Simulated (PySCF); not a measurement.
C₃H₉N, charge -1, doublet, at the geometry of the source list (a state made from the parent by changing its charge; the spin is typed, not shown lowest), with bond 9-3 at 2.0 times its length; HF/STO-3G in PySCF.

The PySCF input:
```python
from pyscf import gto, scf

mol = gto.Mole()
mol.atom = '''
    C    -0.61420000    1.11590000    0.56410000
    C    -0.09010000    0.02020000   -0.36040000
    C     1.35060000   -0.34120000   -0.00900000
    N    -0.92020000   -1.16670000   -0.18850000
    H     0.00310000    2.00670000    0.48570000
    H    -0.60020000    0.76100000    1.59070000
    H    -1.63700000    1.37810000    0.30330000
    H    -0.11220000    0.39990000   -1.40170000
    H     2.09660000   -1.88740000   -1.34500000
    H     1.39180000   -0.71630000    1.00970000
    H     1.99300000    0.53090000   -0.09460000
    H    -0.60270000   -1.91270000   -0.79820000
    H    -1.88540000   -0.96140000   -0.42410000
'''
mol.basis = 'sto-3g'
mol.charge = -1
mol.spin = 1
mol.verbose = 4
mol.build()

mf = scf.UHF(mol)
mf.DIIS = scf.EDIIS
mf.kernel()
mf.analyze()
```

What the program printed (banner, timings and long lists left out):

```
PySCF version 2.14.0

[INPUT] verbose = 4
[INPUT] num. atoms = 13
[INPUT] num. electrons = 35
[INPUT] charge = -1
[INPUT] spin (= nelec alpha-beta = 2S) = 1
[INPUT] symmetry False subgroup None
[INPUT] Mole.unit = angstrom
[INPUT] Symbol           X                Y                Z      unit          X                Y                Z       unit  Magmom
[...]
nuclear repulsion = 133.347669616664
number of shells = 21
number of NR pGTOs = 87
number of NR cGTOs = 29
basis = sto-3g
ecp = {}

******** <class 'pyscf.scf.uhf.UHF'> ********
method = UHF
initial guess = minao
damping factor = 0
level_shift factor = 0
DIIS = <class 'pyscf.scf.diis.EDIIS'>
diis_start_cycle = 1
diis_space = 8
diis_damp = 0
SCF conv_tol = 1e-09
SCF conv_tol_grad = None
SCF max_cycles = 50
direct_scf = True
direct_scf_tol = 1e-13
number electrons alpha = 18  beta = 17
Set gradient conv threshold to 3.16228e-05
init E= -171.307553434127

cycle= 1 E= -170.710093069819  delta_E= 0.597  |g|= 0.29  |ddm|= 2.96
cycle= 2 E= -170.782346036736  delta_E= -0.0723  |g|= 0.0752  |ddm|= 0.49
cycle= 3 E= -170.792651556582  delta_E= -0.0103  |g|= 0.04  |ddm|= 0.189
cycle= 4 E= -170.796358461637  delta_E= -0.00371  |g|= 0.0248  |ddm|= 0.103
cycle= 5 E= -170.79813548032  delta_E= -0.00178  |g|= 0.0177  |ddm|= 0.0711
cycle= 6 E= -170.79813548032  delta_E= 3.98e-13  |g|= 0.0177  |ddm|= 9.4e-13
cycle= 7 E= -170.799024195244  delta_E= -0.000889  |g|= 0.0125  |ddm|= 0.0501
cycle= 8 E= -170.799024195244  delta_E= 1.14e-13  |g|= 0.0125  |ddm|= 8.29e-13
cycle= 9 E= -170.79946883023  delta_E= -0.000445  |g|= 0.00884  |ddm|= 0.0355
cycle= 10 E= -170.79946883023  delta_E= -1.71e-13  |g|= 0.00884  |ddm|= 4.05e-13
cycle= 11 E= -170.799690437765  delta_E= -0.000222  |g|= 0.00626  |ddm|= 0.025
cycle= 12 E= -170.799690437765  delta_E= 5.68e-14  |g|= 0.00626  |ddm|= 5.89e-13
cycle= 13 E= -170.799690437765  delta_E= 4.55e-13  |g|= 0.00626  |ddm|= 3.53e-12
cycle= 14 E= -170.799800558473  delta_E= -0.00011  |g|= 0.00444  |ddm|= 0.0176
cycle= 15 E= -170.799800558473  delta_E= 1.71e-13  |g|= 0.00444  |ddm|= 9.23e-13
cycle= 16 E= -170.799855203879  delta_E= -5.46e-05  |g|= 0.00315  |ddm|= 0.0124
cycle= 17 E= -170.799855203878  delta_E= 2.27e-13  |g|= 0.00315  |ddm|= 9.39e-13
cycle= 18 E= -170.799855203879  delta_E= -3.98e-13  |g|= 0.00315  |ddm|= 8.01e-13
cycle= 19 E= -170.799882318133  delta_E= -2.71e-05  |g|= 0.00224  |ddm|= 0.0087
cycle= 20 E= -170.799882318133  delta_E= -1.14e-13  |g|= 0.00224  |ddm|= 2.41e-13
[...]
SCF not converged.
Total Energy =                        -170.799909110344828
[...]
spin_pop of  1 C 2s       -0.00437
spin_pop of  1 C 2px      -0.01047
spin_pop of  1 C 2py      -0.00406
spin_pop of  1 C 2pz      -0.00319
spin_pop of  2 C 1s       -0.00001
spin_pop of  2 C 2s        0.05416
spin_pop of  2 C 2px       0.03456
spin_pop of  2 C 2py       0.10756
spin_pop of  2 C 2pz       0.08779
spin_pop of  3 N 1s       -0.00000
spin_pop of  3 N 2s       -0.00024
spin_pop of  3 N 2px       0.00066
spin_pop of  3 N 2py       0.00229
spin_pop of  3 N 2pz      -0.00051
spin_pop of  4 H 1s       -0.00071
spin_pop of  5 H 1s       -0.00067
spin_pop of  6 H 1s        0.00044
spin_pop of  7 H 1s        0.00317
spin_pop of  8 H 1s        0.75520
spin_pop of  9 H 1s       -0.01513
spin_pop of  10 H 1s       -0.01480
spin_pop of  11 H 1s       -0.00060
spin_pop of  12 H 1s       -0.00066
 ** Mulliken Spin Density (per atom)  **
spin density of  0 C =      0.00959
spin density of  1 C =     -0.02209
spin density of  2 C =      0.28406
spin density of  3 N =      0.00220
spin density of  4 H =     -0.00071
spin density of  5 H =     -0.00067
spin density of  6 H =      0.00044
spin density of  7 H =      0.00317
spin density of  8 H =      0.75520
spin density of  9 H =     -0.01513
spin density of  10 H =     -0.01480
spin density of  11 H =     -0.00060
spin density of  12 H =     -0.00066
 ** Mulliken pop alpha/beta on meta-lowdin orthogonal AOs **
 ** Mulliken pop       alpha | beta **
[...]
In total            18.00000 | 17.00000
 ** Mulliken atomic charges   ( Nelec_alpha | Nelec_beta ) **
charge of  0C =     -0.11420  (     3.06189      3.05231 )
charge of  1C =      0.07072  (     2.95360      2.97568 )
charge of  2C =     -0.38674  (     3.33540      3.05134 )
charge of  3N =     -0.28819  (     3.64519      3.64300 )
charge of  4H =      0.01069  (     0.49430      0.49501 )
charge of  5H =      0.01791  (     0.49071      0.49138 )
charge of  6H =     -0.01218  (     0.50631      0.50587 )
charge of  7H =     -0.03689  (     0.52003      0.51686 )
charge of  8H =     -0.24349  (     0.99934      0.24414 )
charge of  9H =     -0.08014  (     0.53251      0.54764 )
charge of  10H =     -0.08621  (     0.53570      0.55050 )
charge of  11H =      0.09394  (     0.45273      0.45333 )
charge of  12H =      0.05478  (     0.47228      0.47294 )

WARN: System has nonzero charge -1; the dipole moment is origin-dependent.
Location of origin: [0. 0. 0.]

Dipole moment(X, Y, Z, Debye): -6.10062,  3.67115,  0.63286
```

The run did not converge; its last values are not results.
